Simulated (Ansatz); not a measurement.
Reaction (redistribution): `C[NH][SnH]([Cl])[O]C` + `CO[SiH]([SiH3])Cl` → `C[O][SnH]([Cl])[O]C` + `CN[SiH]([SiH3])Cl`

Program: Ansatz. Geometries: PBE0-D4/def2-TZVP. ΔE: electronic, gas phase. CCSD(T)/CBS is the MP2 limit (def2-TZVPP, def2-QZVPP) plus CCSD(T) − MP2 in def2-TZVPP, frozen cores. DFT in def2-TZVPP. B3LYP here is the variant with VWN-RPA as its local correlation; programs differ in this. def2 core potentials past Kr. For Sn outer-core shells are correlated without core-valence functions, which leaves a few kJ/mol of doubt a bond. Each species was taken in one conformer, which may not be the lowest.

| level | ΔE (kJ/mol) | difference from CCSD(T)/CBS |
| --- | --- | --- |
| PBE-D4 | 8.1 | -6.6 |
| r2SCAN-D4 | 11.0 | -3.7 |
| B3LYP-D4 | 12.5 | -2.2 |
| ωB97X-V | 13.6 | -1.1 |
| ωB97M-V | 14.1 | -0.6 |
| B2PLYP | 15.0 | 0.3 |
| B3LYP | 14.0 | -0.7 |
| HF/def2-TZVPP | 20.0 | 5.3 |
| SCS-MP2/def2-TZVPP | 17.6 | 2.9 |
| SCS-MP2/def2-QZVPP | 16.1 | 1.4 |
| CCSD(T)/CBS | 14.7 | 0 |

Largest T1 diagnostic among the species: 0.013.

From PBE to PBE0 (25 % exact exchange), in def2-TZVPP and without D4, ΔE moves by +3.4 kJ/mol.
